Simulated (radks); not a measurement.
Values are calculated unless marked as measured or tabulated.
Task: Ionisation of the tellurium ion Te3+, [Kr] 4d10 5s2 5p1, to Te4+, [Kr] 4d10 5s2, under several functionals. Scalar-relativistic Kohn-Sham, spin-polarised, spherical densities, finite nucleus; open shells are filled with parallel spins first (spin-orbit coupling, left out, can overturn this in heavy ions); a radial shooting solver on a logarithmic mesh with Libxc functionals. The NIST Atomic Spectra Database gives 37.416 eV (measured). Rank these functionals by the error of their Delta-SCF ionisation energy: LDA (Slater exchange, Perdew-Zunger correlation); MS2 meta-GGA; HCTH/407; PW91.

Result: From best to worst: LDA (Slater exchange, Perdew-Zunger correlation) 37.110 eV (-0.305); HCTH/407 36.862 eV (-0.554); PW91 36.861 eV (-0.555); MS2 meta-GGA 36.647 eV (-0.769). Open shells are spherical and high-spin; term and fine-structure splittings are not resolved. Spin-orbit splitting is averaged out at the scalar-relativistic level.
